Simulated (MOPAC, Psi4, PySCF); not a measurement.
Conformational energy of SMILES O=C(C)C(=O)C, singlet. Scanned: dihedral O3–C2–C4–O6; all other coordinates were relaxed at B3LYP-D3(BJ)/def2-SVP. Points at φ and −φ are mirror images. Heavy atoms are numbered in the order of the SMILES CC(=O)C(C)=O, hydrogens after them in the order of the atoms that carry them; the mirror image has the same energies with the sign of each dihedral reversed.

AM1, restricted, heats of formation // B3LYP-D3(BJ)/def2-SVP (MOPAC); PBE/def2-TZVP // B3LYP-D3(BJ)/def2-SVP (Psi4); RKS-B3LYP/6-31G* = restricted B3LYP/6-31G*, spherical d, density fitting // B3LYP-D3(BJ)/def2-SVP (PySCF).

Energies in mEh, each method relative to its own lowest point.

```tsv
φ / °	AM1	PBE/def2-TZVP	RKS-B3LYP/6-31G*
-150	0.0	0.6	1.2
-120	0.3	2.2	4.3
-90	0.7	5.4	8.7
-60	2.2	8.2	10.8
-30	5.2	9.2	10.6
0	7.0	9.8	10.6
30	5.2	9.2	10.6
60	2.2	8.2	10.8
90	0.7	5.4	8.7
120	0.3	2.2	4.3
150	0.0	0.6	1.2
180	0.3	0.0	0.0
```
